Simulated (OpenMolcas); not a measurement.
**Potential curves of GeH⁺: spin–orbit levels**

Computed with OpenMolcas 26.06: state-averaged CASSCF(4,5) over Ge 4s 4p, H 1s, XMS-CASPT2 (IPEA 0.25, imaginary shift 0.2 hartree), scalar X2C, ANO-RCC-VTZP, then RASSI spin–orbit state interaction with atomic mean-field integrals. C2 symmetry about the axis (a holds Σ, Δ, Γ; b holds Π, Φ, H; Σ⁺ and Σ⁻ are not told apart); roots by multiplicity and irrep: 1a 1, 3b 2, 1b 2.

XMS-CASPT2 energies with spin–orbit state interaction in eV from the lowest point. Curves are followed by energy order within each symmetry, so they are adiabatic and may change character at avoided crossings; for Ω = 0 the + and − levels are counted together.

```csv
R (Å),(1)Ω=0,(2)Ω=0,(3)Ω=0,(1)Ω=1,(1)Ω=2,(2)Ω=1
1.366,0.474,2.838,2.841,2.900,2.967,4.176
1.445,0.167,2.548,2.551,2.609,2.676,3.794
1.516,0.034,2.409,2.412,2.470,2.537,3.561
1.588,0.000,2.345,2.348,2.405,2.472,3.398
1.667,0.048,2.332,2.335,2.391,2.458,3.274
1.747,0.159,2.355,2.358,2.413,2.481,3.187
1.858,0.383,2.417,2.420,2.473,2.542,3.105
2.001,0.734,2.506,2.509,2.560,2.630,3.038
2.223,1.305,2.625,2.629,2.674,2.750,2.980
2.541,1.999,2.740,2.749,2.777,2.866,2.957
3.017,2.603,2.842,2.872,2.856,2.969,2.987
3.652,2.825,2.909,3.000,2.907,3.036,3.035
```

(1) With masses 73.921 and 1.008 u, fit the curves (1)Ω=0, (2)Ω=0, (3)Ω=0, (1)Ω=1, (1)Ω=2 near their minima.

Only roots inside an energy window near the equilibrium distance were included, so the list of states is not complete; labels number the states computed. Each spin and symmetry block has orbitals of its own, averaged over its own roots, so gaps between blocks are less sure than gaps within one and near the minimum can be off by tenths of an eV, in bad cases by more. No Rydberg orbitals are active, so Rydberg states, and σ→σ* states whose orbital the CASSCF left unused, can be missing between those listed. At stretched bonds a block can hold a wrong CASSCF solution and miss its lowest state; points past a visible jump are left out. No roots were computed in block 3a (none fell in the window or the block failed), so states of that kind are missing and can lie low or lowest. Points that failed a check (symmetry, reference weights, a jump) are left out.

## Answers

(1) At XMS-CASPT2 with spin–orbit state interaction, Te from the lowest curve (the fit fixes ωe to a per cent or two; the method's Re and ωe can be off by some per cent):

```tsv
curve	Te (cm⁻¹)	Re (Å)	ωe (cm⁻¹)
(1)Ω=0	0	1.581	2003.9
(2)Ω=0	18810	1.650	1323.8
(3)Ω=0	18830	1.650	1325.1
(1)Ω=1	19280	1.652	1314.9
(1)Ω=2	19820	1.651	1320.0
```
